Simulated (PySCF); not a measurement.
# Ba⁴⁴⁺: ionisation energy

Ba⁴⁴⁺ [Ne] 3s2 → Ba⁴⁵⁺ [Ne] 3s1 [3s1/2^1, M_J = 1/2], as a difference of total energies. All numbers are calculated (PySCF 2.14, the two-component X2C-1e Hamiltonian, in an even-tempered Gaussian basis (18 s from 10 bohr⁻², ratio 2.4; 14 p from 13 bohr⁻², ratio 2.4; 4 d from 44 bohr⁻², ratio 2.6; 4 f from 66 bohr⁻², ratio 2.6)). Correlated levels: 1s2 frozen; the 54 highest virtual spinors dropped. "Screened" scales the spin-orbit matrix elements by Boettger's factors to mimic the two-electron term; Breit and QED terms are absent.

| method | ionisation energy (eV) |
| --- | --- |
| GHF (spin-free) | 3547.9 |
| GHF (screened spin-orbit) | 3547.8 |
| GMP2 (screened spin-orbit) | 3551.3 |

Problem. How much does correlation contribute at GMP2 (screened spin-orbit)?

Solution. 3551.3 − (3547.8) = 3.5 eV, measured against GHF (screened spin-orbit).

Breit and QED terms and the two-electron picture change are absent.

For comparison: 3546 ± 4 eV (theoretical estimate listed by NIST; NIST Atomic Spectra Database, ionization energies).
